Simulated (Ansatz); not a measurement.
CH₄F₂OSeTi, SMILES `C[Se][Ti]([OH])([F])[F]`. Total charge 0; spin multiplicity 1. Correlated methods include outer-core shells of Se, Ti, which these sets cover unevenly. Scalar relativity is left out up to krypton.

Z-matrix (Å, degrees):
```
C
Se 1 1.967
H 1 1.088 2 106.5
H 1 1.088 2 110.1 3 -118.7
H 1 1.088 2 110.2 3 118.8
Ti 2 2.400 1 93.3 3 -179.4
F 6 1.760 2 108.5 1 -59.7
O 6 1.763 2 105.1 1 179.3
F 6 1.758 2 107.5 1 57.8
H 8 0.958 6 142.5 2 -99.4
```

Question: Give the diagnostics of a CCSD(T)/def2-TZVPP run (frozen core, Ansatz). (Estimate.)

Answer: Computed: T1 = 0.0223, largest single amplitude 0.066, largest double 0.038, (T) share of the correlation energy 4.5 %, 15 CCSD cycles. The RHF solution is stable towards an unrestricted one. T1 lies over the customary mark of 0.02 for closed shells; compounds of d metals often pass it without a breakdown.
